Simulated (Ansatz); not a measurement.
Input file for Ansatz (a first-principles code): R-CCSD(T)/def2-SVP on H4OSeSi (SMILES [SiH3]O[SeH]), a point of a torsion scan. The run froze 20 orbitals, filled d shells among them.

Ansatz 0.2 input:
```yaml
crystal:
  periodic: [false, false, false]
  atoms:
    - {symbol: Si, position_ang: [0.82530544, -0.23998384, 0.07346083]}
    - {symbol: O, position_ang: [-0.22580748, 0.99303086, -0.17480359]}
    - {symbol: Se, position_ang: [-2.03801334, 1.08821713, -0.03347684]}
    - {symbol: H, position_ang: [0.53988289, -1.35070092, -0.83401703]}
    - {symbol: H, position_ang: [2.04240724, 0.49886688, -0.23025064]}
    - {symbol: H, position_ang: [0.73675796, -0.70698382, 1.45886321]}
    - {symbol: H, position_ang: [-2.02278435, 1.48596959, 1.37188062]}
basis:
  gaussian:
    orbitals: def2-SVP
magnetization: {spin_polarized: false}
correlation: {method: ccsd_t, electrons: outside_noble_gas}
scf: {lower_state_search: off}
```

The log:

```
WARN ansatz: RAYON_NUM_THREADS=2 ignored (pool sized by the plan → 2); use --threads N
Functional definition: HF
these checks for a lower state are left out or cut short: stability, starts, cluster_reference, orbital_swaps, neighbouring_geometries, increment
integrals: 0.07 GiB planned
804 factors; integrals over basis functions are off by at most 1.3e-3 eV
mean field: 0.25 GiB planned
mean field evaluation 1: about -75251.3602 eV, gradient 2.9e1 eV
mean field evaluation 2: about -75251.3789 eV, gradient 2.9e1 eV
mean field evaluation 4: about -75253.3008 eV, gradient 3.0e0 eV
mean field evaluation 8: about -75253.3306 eV, gradient 9.7e-2 eV
mean field -75253.33068087 eV, -2765.5088939822 hartree, gradient 7.6e-6 eV, S^2 0.000000; 0 other end points of the search recorded, 0 dependent functions left out
20 core orbitals not correlated
reference -75253.33068087 eV, -2765.5088939822 hartree; 10, 10 occupied and 54, 54 virtual orbitals, 804 factors
second order -11.05813636 eV of doubles, -0.00000000 eV of singles
coupled cluster: 0.17 GiB planned
cycle   1  -11.65795029 eV  change   -6.0e-1 eV  update   9.1e-2
cycle   2  -12.04641432 eV  change   -3.9e-1 eV  update   2.8e-2
cycle   3  -12.13890111 eV  change   -9.2e-2 eV  update   1.4e-2
cycle   4  -12.13326162 eV  change    5.6e-3 eV  update   3.3e-3
cycle   5  -12.13364042 eV  change   -3.8e-4 eV  update   1.6e-3
cycle   6  -12.13379322 eV  change   -1.5e-4 eV  update   6.5e-4
cycle   7  -12.13356496 eV  change    2.3e-4 eV  update   3.3e-4
cycle   8  -12.13362733 eV  change   -6.2e-5 eV  update   1.4e-4
cycle   9  -12.13366785 eV  change   -4.1e-5 eV  update   5.7e-5
cycle  10  -12.13363903 eV  change    2.9e-5 eV  update   2.4e-5
cycle  11  -12.13365639 eV  change   -1.7e-5 eV  update   9.7e-6
perturbative correction -0.29973317 eV, -0.0110149910 hartree
Total energy: -75265.76407042 eV, -2765.9658126209 hartree
Checks for a lower state left out: stability, starts, cluster_reference, orbital_swaps, neighbouring_geometries, increment
```

The run converged.

Cost: about 3 core-seconds (a rough figure).
